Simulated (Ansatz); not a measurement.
```xyz
3

N    -0.0044    0.0002   -0.3238
O    -0.0062    1.0874    0.1433
O     0.0036   -1.0974    0.1459
```

Basis set: cc-pVDZ (spherical functions). Correlated methods keep 3 orbitals frozen. Charge 0, multiplicity 2.

Computed with Ansatz (development build ahead of 0.2.0); each method stands on the lowest determinant of its kind that the runs found.

The atomization energy at this shape (free ground-state atoms in the same class of orbitals less the molecule, no zero-point energy) of doublet NO₂:

| method | atomization energy |
| --- | --- |
| UHF | 194.1 kJ/mol |

What does UHF-MP2 give?

882.9 kJ/mol.
